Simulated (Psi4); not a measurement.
propyl chloride (C$_{3}$H$_{7}$Cl), singlet, geometry from GFN2-xTB; BLYP/def2-SVP run with Psi4.

The Psi4 input:
```
memory 2 GB

molecule mol {
0 1
  C     0.895568   -0.626932    0.008948
  C     2.362496   -0.211158    0.028295
  C    -0.008376    0.594253    0.001829
  H     0.672448   -1.235995    0.886785
  H     0.694098   -1.230258   -0.878038
  H     3.001061   -1.090297    0.033271
  Cl   -1.726146    0.108846   -0.020821
  H     2.603733    0.384592   -0.849005
  H     2.582092    0.378857    0.915103
  H     0.135530    1.199972    0.896784
  H     0.157393    1.205765   -0.885371
}

set basis def2-svp
set reference rks
set dft_basis_tolerance 1e-8

energy('blyp')
print_variables()
```

Question: Predict the main parts of the log of this Psi4 run.

Answer: 
```
   => Loading Basis Set <=

    Name: DEF2-SVP
    Role: ORBITAL
    Keyword: BASIS

         ---------------------------------------------------------
                                   SCF
               by Justin Turney, Rob Parrish, Andy Simmonett
                          and Daniel G. A. Smith
                              RKS Reference
         ---------------------------------------------------------

  ==> Geometry <==

    Molecular point group: c1
    Full point group: C1

    Geometry (in Angstrom), charge = 0, multiplicity = 1:

       Center              X                  Y                   Z               Mass
    ------------   -----------------  -----------------  -----------------  -----------------
         C            1.042211862164    -0.633209336960     0.010726412093    12.000000000000
         C            2.509139862164    -0.217435336960     0.030073412093    12.000000000000
         C            0.138267862164     0.587975663040     0.003607412093    12.000000000000
         H            0.819091862164    -1.242272336960     0.888563412093     1.007825032230
         H            0.840741862164    -1.236535336960    -0.876259587907     1.007825032230
         H            3.147704862164    -1.096574336960     0.035049412093     1.007825032230
         CL          -1.579502137836     0.102568663040    -0.019042587907    34.968852682000
         H            2.750376862164     0.378314663040    -0.847226587907     1.007825032230
         H            2.728735862164     0.372579663040     0.916881412093     1.007825032230
         H            0.282173862164     1.193694663040     0.898562412093     1.007825032230
         H            0.304036862164     1.199487663040    -0.883592587907     1.007825032230

  Running in c1 symmetry.

  Rotational constants: A =      0.86210  B =      0.08025  C =      0.07658 [cm^-1]
  Rotational constants: A =  25845.11357  B =   2405.92934  C =   2295.80069 [MHz]
  Nuclear repulsion =  159.313404383910040

  Charge       = 0
  Multiplicity = 1
  Electrons    = 42
  Nalpha       = 21
  Nbeta        = 21

  ==> Algorithm <==

  SCF Algorithm Type is DF.
  DIIS enabled.
  MOM disabled.
  Fractional occupation disabled.
  Guess Type is SAD.
  Energy threshold   = 1.00e-06
  Density threshold  = 1.00e-06
  Integral threshold = 1.00e-12

  ==> Primary Basis <==

  Basis Set: DEF2-SVP
    Blend: DEF2-SVP
    Number of shells: 47
    Number of basis functions: 95
    Number of Cartesian functions: 99
    Spherical Harmonics?: true
    Max angular momentum: 2

  ==> DFT Potential <==

   => LibXC <=

    Version 7.1.2
    S. Lehtola, C. Steigemann, M. J. T. Oliveira, and M. A. L. Marques,  SoftwareX 7, 1–5 (2018) (10.1016/j.softx.2017.11.002)

   => Composite Functional: BLYP <=

    BLYP GGA Exchange-Correlation Functional

    P.J. Stephens et. al., J. Phys. Chem., 98, 11623-11627, 1994
    B. Miehlich et. al., Chem. Phys. Lett., 157(3), 200-206 1989

    Deriv               =              1
    GGA                 =           TRUE
    Meta                =          FALSE

    Exchange Hybrid     =          FALSE
    MP2 Hybrid          =          FALSE

   => Exchange Functionals <=

    1.0000     XC_GGA_X_B88

   => Correlation Functionals <=

    1.0000     XC_GGA_C_LYP

   => LibXC Density Thresholds  <==

    XC_GGA_C_LYP:  1.00E-14
    XC_GGA_X_B88:  1.00E-15

   => Molecular Quadrature <=

    Radial Scheme          =       TREUTLER
    Pruning Scheme         =           NONE
    Nuclear Scheme         =       TREUTLER

    Blocking Scheme        =         OCTREE
    BS radius alpha        =              1
    Pruning alpha          =              1
    Radial Points          =             75
    Spherical Points       =            302
    Total Points           =         231913
    Total Blocks           =           1777
    Max Points             =            256
    Max Functions          =             89
    Weights Tolerance      =       1.00E-15

[...]
  Using in-core AOs.

  ==> MemDFJK: Density-Fitted J/K Matrices <==

    J tasked:                   Yes
    K tasked:                    No
    wK tasked:                   No
    Algorithm:                 Core
    Schwarz Cutoff:           1E-12
    Mask sparsity (%):       2.6593
    Fitting Condition:        1E-10

   => Auxiliary Basis Set <=

  Basis Set: (DEF2-SVP AUX)
    Blend: DEF2-UNIVERSAL-JKFIT
    Number of shells: 155
    Number of basis functions: 479
    Number of Cartesian functions: 562
    Spherical Harmonics?: true
    Max angular momentum: 4

  Minimum eigenvalue in the overlap matrix is 2.4207169421E-03.
  Reciprocal condition number of the overlap matrix is 3.8419388213E-04.
    Using symmetric orthogonalization.

  ==> Pre-Iterations <==

  SCF Guess: Superposition of Atomic Densities via on-the-fly atomic UHF (no occupation information).

   -------------------------
    Irrep   Nso     Nmo
   -------------------------
     A         95      95
   -------------------------
    Total      95      95
   -------------------------

  ==> Iterations <==

                           Total Energy        Delta E     RMS |[F,P]|

   @DF-RKS iter SAD:  -577.99030151990178   -5.77990e+02   0.00000e+00
   @DF-RKS iter   1:  -577.87693176938023    1.13370e-01   1.02561e-02 ADIIS/DIIS
   @DF-RKS iter   2:  -576.95849845848863    9.18433e-01   1.62085e-02 ADIIS/DIIS
   @DF-RKS iter   3:  -578.40412576618019   -1.44563e+00   1.21569e-03 ADIIS/DIIS
   @DF-RKS iter   4:  -578.40704259002041   -2.91682e-03   8.99662e-04 ADIIS/DIIS
   @DF-RKS iter   5:  -578.41076557940653   -3.72299e-03   2.23940e-04 ADIIS/DIIS
   @DF-RKS iter   6:  -578.41098898372661   -2.23404e-04   4.55044e-05 DIIS
   @DF-RKS iter   7:  -578.41099786117684   -8.87745e-06   1.31841e-05 DIIS
   @DF-RKS iter   8:  -578.41099856996721   -7.08790e-07   4.60584e-06 DIIS
   @DF-RKS iter   9:  -578.41099866898651   -9.90193e-08   5.70505e-07 DIIS
  Energy and wave function converged.

  ==> Post-Iterations <==

   Electrons on quadrature grid:
      Ntotal   =   41.9999418193 ; deviation = -5.818e-05

    Orbital Energies [Eh]
    ---------------------

    Doubly Occupied:

[...]
    Virtual:

[...]
    Final Occupation by Irrep:
              A
    DOCC [    21 ]
    NA   [    21 ]
    NB   [    21 ]

  @DF-RKS Final Energy:  -578.41099866898651

   => Energetics <=

    Nuclear Repulsion Energy =            159.3134043839100400
    One-Electron Energy =               -1109.6560493146575936
    Two-Electron Energy =                 418.9964939641166097
    DFT Exchange-Correlation Energy =     -47.0648477023554932
    Empirical Dispersion Energy =           0.0000000000000000
    VV10 Nonlocal Energy =                  0.0000000000000000
    Total Energy =                       -578.4109986689865082

Computation Completed

Properties will be evaluated at   0.000000,   0.000000,   0.000000 [a0]

Properties computed using the SCF density matrix

 Multipole Moments:

 ------------------------------------------------------------------------------------
     Multipole            Electronic (a.u.)      Nuclear  (a.u.)        Total (a.u.)
 ------------------------------------------------------------------------------------

 L = 1.  Multiply by 2.5417464519 to convert [e a0] to [Debye]
 Dipole X            :        -10.9354659           11.6389049            0.7034390
 Dipole Y            :          0.6147907           -0.4982304            0.1165603
 Dipole Z            :         -0.1321493            0.1411575            0.0090081
 Magnitude           :                                                    0.7130876

 ------------------------------------------------------------------------------------

  Variable Map:
  ----------------------------------------------------------------------------
[...]
  Array Variable Map:
  ----------------------------------------------------------------------------
[...]
[...]
```
